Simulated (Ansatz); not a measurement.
```yaml
crystal:
  periodic: [false, false, false]
  atoms:
    - {symbol: S, position_ang: [-1.276617, 0.832279, -2.003167]}
    - {symbol: C, position_ang: [0.073065, 0.400919, -1.235944]}
    - {symbol: Si, position_ang: [0.200304, 0.351808, 0.636126]}
    - {symbol: S, position_ang: [0.464701, -1.671055, 1.269230]}
    - {symbol: H, position_ang: [0.944083, 0.088343, -1.820358]}
    - {symbol: H, position_ang: [-1.017425, 0.973031, 1.203241]}
    - {symbol: H, position_ang: [1.437311, 1.040572, 1.085489]}
    - {symbol: H, position_ang: [-0.733122, -2.072998, 0.809586]}
basis:
  gaussian: {orbitals: STO-3G, fitting: {mean_field: def2-universal-jkfit}, nuclear_model: gaussian}
hamiltonian: {xc: {name: CAM-B3LYP}, dispersion: d4}
scf: {lower_state_search: full}
```

```sh
$ ansatz run in.yaml --threads 2 --pin off --events-out ev --progress --plain --max-ram 4352MiB
```

It prints (some lines left out):

```
Functional definition: CAM-B3LYP
531 factors; integrals over basis functions are off by at most 8.7e-3 eV
531 factors; integrals over basis functions are off by at most 3.2e-7 eV
mean field evaluation 1: about -30301.4264 eV, gradient 2.3e1 eV
mean field evaluation 2: about -30301.4274 eV, gradient 2.3e1 eV
mean field evaluation 4: about -30303.3612 eV, gradient 4.5e0 eV
mean field evaluation 8: about -30303.4261 eV, gradient 3.2e-2 eV
mean field -30303.42608051 eV, -1113.6303680586 hartree, gradient 1.9e-5 eV, S^2 0.000000; 0 other end points of the search recorded, 0 dependent functions left out
reference -30303.42616578 eV, -1113.6303711923 hartree; 28, 28 occupied and 8, 8 virtual orbitals, 531 factors
Total energy: -30303.61939021 eV, -1113.6374720594 hartree
```

Run time 0.65 s (2 threads of an Arm Neoverse V2 on a shared host); peak host memory 0.4 GiB.
